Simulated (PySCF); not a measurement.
CH3F3Si. Atoms are numbered in the order given.

```xyz
8

F      1.9037    -0.6374     0.0000
C      1.2883     0.6024     0.0000
Si    -0.5793     0.4109     0.0000
F     -1.0392    -0.4274     1.3010
F     -1.0392    -0.4274    -1.3010
H      1.6140     1.1739    -0.8891
H      1.6140     1.1739     0.8891
H     -1.2754     1.7154     0.0000
```
Charge 0, spin multiplicity 1.

Coordinates come from a ωB97X-D3(BJ)/def2-SVP optimisation. One conformer was computed; it need not be the lowest.

Calculation: PySCF with KT2/pcSseg-1.

GIAO shieldings, no solvent; atoms alike by connectivity are averaged. δ = σ(ref) − σ: ¹⁹F against CFCl3 (σ = 127.1 ppm); ¹³C against TMS (σ = 185.1 ppm); ²⁹Si against TMS (σ = 361.9 ppm); ¹H against TMS (σ = 31.47 ppm), references at their B3LYP-D3(BJ)/def2-TZVP geometries, non-relativistic.

| atoms | nucleus | count | δ (ppm) |
|---|---|---|---|
| F4, F5 | ¹⁹F | 2 | ? |
| F1 | ¹⁹F | 1 | ? |
| C2 | ¹³C | 1 | 78.4 |
| Si3 | ²⁹Si | 1 | -6.5 |
| H8 | ¹H | 1 | ? |
| H6, H7 | ¹H | 2 | 4.78 |

Problem. Fill in the missing entries. (An estimate is asked for; the answer gives what the named calculation found.)

Solution. 
- F1, δ (ppm): -338.2
- F4, F5, δ (ppm): -190.3
- H8, δ (ppm): 5.30
